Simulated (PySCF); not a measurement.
An unknown gives this computed stick spectrum. Level of theory: TDDFT CAM-B3LYP/def2-SVPD, vertical, gas phase, core orbitals frozen in the response in PySCF 2.14.0, density-fitted response routines. Geometries: PBE0-D3(BJ)/def2-SVP, one conformer each. Relativistic effects are left out although some hold elements past zinc.

| state | E (eV) | f |
| --- | --- | --- |
| S1 | 7.47 | 0.013 |
| S2 | 7.79 | 0.018 |
| S3 | 8.08 | 0.059 |
| S4 | 8.21 | 0.031 |
| S5 | 8.29 | 0.062 |
| S6 | 8.49 | 0.022 |
| S7 | 8.52 | 0.126 |
| S8 | 8.59 | 0.027 |
| S9 | 8.65 | 0.048 |
| S10 | 8.70 | 0.067 |

Triplets computed (Tamm–Dancoff): 7.25, 7.40, 7.74, 7.79 eV.

Task: Which structure fits? All have the formula C6H13FGe.
A. `C[C@@H]1[CH2][GeH2][CH2][C@@H](F)C1`
B. `C[C]1(C)CC[C@@H](F)[GeH2]1`
C. `CC(C)[C@@H]1[GeH2][CH2][C@H]1F`
D. `CC(C)[C@@H]1[GeH2][CH2][C@@H]1F`

Result: A. Its S1, at 7.47 eV, is the highest among the candidates; the nearest of the others has S1 at 7.21 eV. S1 is HOMO→LUMO (89%). Löwdin shares by element: HOMO carbon 46% or more, germanium 18% (atoms not listed hold the other 35%); LUMO germanium 27%, hydrogen 11% or more, carbon 6% or more (atoms not listed hold the other 56%). At the same level the other candidates give, for their lowest levels:
- `CC(C)[C@@H]1[GeH2][CH2][C@@H]1F`: 6.94 eV (f 0.054); 7.26 eV (f 0.025); 7.29 eV (f 0.052); 7.64 eV (f 0.022); 7.72 eV (f 0.144); T1 6.13 eV; HOMO -8.97, LUMO 0.95 eV
- `CC(C)[C@@H]1[GeH2][CH2][C@H]1F`: 7.21 eV (f 0.102); 7.26 eV (f 0.024); 7.57 eV (f 0.029); 7.77 eV (f 0.120); 7.97 eV (f 0.022); T1 6.18 eV; HOMO -9.04, LUMO 0.97 eV
- `C[C]1(C)CC[C@@H](F)[GeH2]1`: 7.12 eV (f 0.034); 7.13 eV (f 0.010); 7.40 eV (f 0.003); 7.70 eV (f 0.015); 7.88 eV (f 0.274); T1 6.45 eV; HOMO -8.71, LUMO 1.07 eV
